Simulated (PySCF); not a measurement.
# Electron correlation in Cu⁺ (copper, charge +1)

[Ar] 3d9 4p1, one real determinant (an excited configuration). Computed with PySCF 2.14 in x2c-TZVPPall, with the spin-free X2C one-electron Hamiltonian (Gaussian nucleus). Frozen: [Ne]; 18 electrons correlated.

| level | correlation energy (mhartree) |
| --- | --- |
| CCSD | -620.56 |
| (T) | -11.96 |
| CCSD(T) | -632.52 |

Diagnostics: T1 = 0.010, D1 = 0.0279, largest double amplitude 0.026.

Is a single reference adequate?

Yes: T1 lies below 0.03 and no double amplitude reaches 0.07.

The basis was made for the ground configuration and has no added diffuse functions, which can raise the energy of the promoted electron.

The reference is one real determinant that mixes LS terms of this configuration.

This basis was not built for core-valence correlation, so the inner-shell part is incomplete.
